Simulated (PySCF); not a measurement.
CH7BN2O, SMILES CNB(N)O. Atoms are numbered in the order given.

```xyz
12

C      1.9243    -0.0149     0.4724
N      0.7805    -0.5430    -0.2162
B     -0.5445    -0.0123    -0.1513
N     -0.8457     1.1503     0.6037
O     -1.5978    -0.6305    -0.7988
H      2.6473    -0.8081     0.7250
H      1.6106     0.4360     1.4270
H      2.4761     0.7619    -0.0943
H      0.9965    -1.2378    -0.9185
H     -1.7950     1.4887     0.6599
H     -0.1527     1.8048     0.9308
H     -1.3680    -1.5015    -1.1291
```

Coordinates come from a PBE0-D3(BJ)/def2-SVP optimisation. The structure was generated by enumeration, and PubChem lists no compound with its InChIKey, so it may never have been made. The values are those of a single conformer.

Method: PySCF with PBE0/def2-TZVP.

ESP charges are fitted to the potential on shells at 1.4 to 2.0 van der Waals radii. Atomic charges (e):

```csv
atom,ESP fit,Mulliken,Löwdin,IAO
C1,-0.18,-0.29,-0.33,-0.30
N2,-0.55,-0.38,0.10,-0.48
B3,0.61,0.36,(withheld),0.45
N4,-0.99,-0.58,0.01,-0.65
O5,-0.64,-0.47,0.15,-0.59
H6,0.09,0.12,(withheld),0.14
H7,0.11,0.12,(withheld),0.14
H8,0.08,0.12,(withheld),0.12
H9,0.30,0.20,(withheld),0.26
H10,0.41,0.24,0.18,0.28
H11,0.38,0.23,0.17,0.27
H12,0.38,0.31,(withheld),0.36
```

Question: Complete the blanks. (The exact figures need the calculation; the answer reports its results.)

Answer: 
- B3, Löwdin: -1.02
- H6, Löwdin: 0.11
- H7, Löwdin: 0.12
- H8, Löwdin: 0.11
- H9, Löwdin: 0.19
- H12, Löwdin: 0.20

Computed Mayer and Wiberg (Löwdin basis) orders of the bonds:
```csv
bond,Mayer,Wiberg
C1–N2,0.97,1.37
N2–B3,1.22,1.59
B3–N4,1.23,1.74
B3–O5,1.24,1.90
C1–H6,0.97,0.92
C1–H7,0.98,0.91
C1–H8,0.97,0.93
N2–H9,0.93,0.85
N4–H10,0.91,0.90
N4–H11,0.92,0.91
O5–H12,0.89,0.96
```
